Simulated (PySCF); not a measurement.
Basis-set dependence of population analyses: `C#CBBN`

Compound: C2H5B2N.
Numbering: `[CH:1]#[C:2][BH:3][BH:4][NH2:5]` (hydrogens: H6 on C1; H7 on B3; H8 on B4; H9, H10 on N5)

PBE0 throughout (PySCF), one geometry, spherical d and f functions. Isolated species at its PBE0-D3(BJ)/def2-SVP geometry (one conformer only). The first 7 of 9 kinds of atom are listed.

Mulliken charges (e):

| basis | functions | C1 | C2 | B3 | B4 | N5 | H6 | H7 |
| --- | --- | --- | --- | --- | --- | --- | --- | --- |
| STO-3G | 30 | -0.123 | -0.133 | +0.117 | +0.143 | -0.450 | +0.121 | -0.039 |
| 6-31G | 55 | -0.258 | -0.158 | +0.098 | +0.278 | -0.829 | +0.270 | -0.021 |
| pcSseg-0 | 55 | -0.285 | -0.316 | +0.163 | +0.215 | -0.813 | +0.287 | +0.065 |
| 6-31G* | 80 | -0.269 | +0.005 | -0.044 | +0.153 | -0.762 | +0.237 | +0.003 |
| cc-pVDZ | 95 | -0.196 | +0.117 | +0.025 | -0.129 | -0.005 | +0.025 | -0.012 |
| def2-SVP | 95 | -0.153 | +0.075 | -0.012 | -0.099 | -0.105 | +0.052 | -0.003 |
| aug-cc-pVDZ | 160 | +1.009 | -0.444 | -0.874 | -0.109 | -0.013 | -0.472 | +0.540 |
| 6-311+G(2d,p) | 165 | -0.396 | +0.258 | -0.150 | +0.205 | -0.561 | +0.170 | +0.009 |
| def2-TZVP | 185 | -0.257 | +0.036 | -0.103 | +0.065 | -0.452 | +0.183 | +0.038 |
| cc-pVTZ | 220 | -0.059 | -0.150 | -0.017 | -0.050 | -0.216 | +0.158 | +0.017 |
| IGLO-III | 225 | -0.205 | -0.152 | +0.163 | +0.248 | -0.508 | +0.149 | -0.040 |

IAO charges (e):

| basis | functions | C1 | C2 | B3 | B4 | N5 | H6 | H7 |
| --- | --- | --- | --- | --- | --- | --- | --- | --- |
| STO-3G | 30 | -0.128 | -0.139 | +0.037 | +0.024 | -0.437 | +0.162 | +0.022 |
| 6-31G | 55 | -0.180 | -0.113 | +0.005 | +0.006 | -0.513 | +0.204 | +0.034 |
| pcSseg-0 | 55 | -0.166 | -0.109 | -0.007 | -0.017 | -0.469 | +0.196 | +0.034 |
| 6-31G* | 80 | -0.173 | -0.117 | +0.011 | +0.018 | -0.509 | +0.200 | +0.029 |
| cc-pVDZ | 95 | -0.182 | -0.110 | +0.003 | -0.003 | -0.497 | +0.204 | +0.034 |
| def2-SVP | 95 | -0.175 | -0.108 | +0.003 | -0.002 | -0.487 | +0.197 | +0.031 |
| aug-cc-pVDZ | 160 | -0.190 | -0.111 | +0.006 | +0.004 | -0.524 | +0.208 | +0.036 |
| 6-311+G(2d,p) | 165 | -0.189 | -0.112 | +0.005 | +0.007 | -0.527 | +0.209 | +0.036 |
| def2-TZVP | 185 | -0.189 | -0.112 | +0.005 | +0.008 | -0.526 | +0.209 | +0.036 |
| cc-pVTZ | 220 | -0.188 | -0.112 | +0.004 | +0.006 | -0.523 | +0.209 | +0.036 |
| IGLO-III | 225 | -0.190 | -0.112 | +0.005 | +0.007 | -0.529 | +0.210 | +0.036 |

Hirshfeld charges (e):

| basis | functions | C1 | C2 | B3 | B4 | N5 | H6 | H7 |
| --- | --- | --- | --- | --- | --- | --- | --- | --- |
| STO-3G | 30 | -0.071 | -0.113 | +0.123 | +0.060 | -0.172 | +0.080 | -0.065 |
| 6-31G | 55 | -0.087 | -0.114 | +0.106 | +0.057 | -0.211 | +0.102 | -0.052 |
| pcSseg-0 | 55 | -0.076 | -0.113 | +0.099 | +0.054 | -0.206 | +0.099 | -0.054 |
| 6-31G* | 80 | -0.086 | -0.114 | +0.106 | +0.056 | -0.213 | +0.103 | -0.053 |
| cc-pVDZ | 95 | -0.080 | -0.113 | +0.098 | +0.056 | -0.212 | +0.099 | -0.052 |
| def2-SVP | 95 | -0.079 | -0.112 | +0.098 | +0.058 | -0.216 | +0.098 | -0.052 |
| aug-cc-pVDZ | 160 | -0.080 | -0.119 | +0.103 | +0.072 | -0.234 | +0.099 | -0.047 |
| 6-311+G(2d,p) | 165 | -0.079 | -0.122 | +0.104 | +0.074 | -0.233 | +0.100 | -0.048 |
| def2-TZVP | 185 | -0.080 | -0.118 | +0.102 | +0.072 | -0.233 | +0.099 | -0.048 |
| cc-pVTZ | 220 | -0.080 | -0.116 | +0.101 | +0.070 | -0.232 | +0.099 | -0.050 |
| IGLO-III | 225 | -0.080 | -0.119 | +0.102 | +0.073 | -0.236 | +0.099 | -0.047 |

Q: Which scheme is steadiest as the basis changes?

A: Largest range over the bases for any column: Hirshfeld 0.06 e, IAO 0.09 e, Mulliken 1.40 e. Hirshfeld charges move least and Mulliken charges most, counted in e. Without the minimal STO-3G basis the ranges are Hirshfeld 0.03, IAO 0.06, Mulliken 1.40 e.

Q: How much do the charges still move between the two largest bases, cc-pVTZ and IGLO-III?

A: At most, over all atoms: Mulliken 0.298 e, IAO 0.006 e, Hirshfeld 0.004 e.

Q: What do the same runs give for the total energy, the frontier levels and the dipole moment?

A: 
```json
{"basis": "STO-3G", "energy (Eh)": "-181.1007", "HOMO (eV)": "-5.27", "LUMO (eV)": "0.98", "μ (D)": "2.20"}
{"basis": "6-31G", "energy (Eh)": "-183.3446", "HOMO (eV)": "-6.99", "LUMO (eV)": "-1.67", "μ (D)": "2.18"}
{"basis": "pcSseg-0", "energy (Eh)": "-182.9936", "HOMO (eV)": "-7.28", "LUMO (eV)": "-1.97", "μ (D)": "2.23"}
{"basis": "6-31G*", "energy (Eh)": "-183.3756", "HOMO (eV)": "-6.95", "LUMO (eV)": "-1.69", "μ (D)": "2.16"}
{"basis": "cc-pVDZ", "energy (Eh)": "-183.3957", "HOMO (eV)": "-7.10", "LUMO (eV)": "-1.90", "μ (D)": "2.18"}
{"basis": "def2-SVP", "energy (Eh)": "-183.2515", "HOMO (eV)": "-7.15", "LUMO (eV)": "-1.93", "μ (D)": "2.19"}
{"basis": "aug-cc-pVDZ", "energy (Eh)": "-183.4074", "HOMO (eV)": "-7.26", "LUMO (eV)": "-2.10", "μ (D)": "1.93"}
{"basis": "6-311+G(2d,p)", "energy (Eh)": "-183.4393", "HOMO (eV)": "-7.29", "LUMO (eV)": "-2.11", "μ (D)": "1.95"}
{"basis": "def2-TZVP", "energy (Eh)": "-183.4529", "HOMO (eV)": "-7.26", "LUMO (eV)": "-2.07", "μ (D)": "1.99"}
{"basis": "cc-pVTZ", "energy (Eh)": "-183.4497", "HOMO (eV)": "-7.24", "LUMO (eV)": "-2.04", "μ (D)": "2.03"}
{"basis": "IGLO-III", "energy (Eh)": "-183.4585", "HOMO (eV)": "-7.29", "LUMO (eV)": "-2.10", "μ (D)": "1.95"}
```

The dipole is fixed by the density alone, so its range of 0.30 D shows that the density itself changes with the basis, not only its division among atoms.
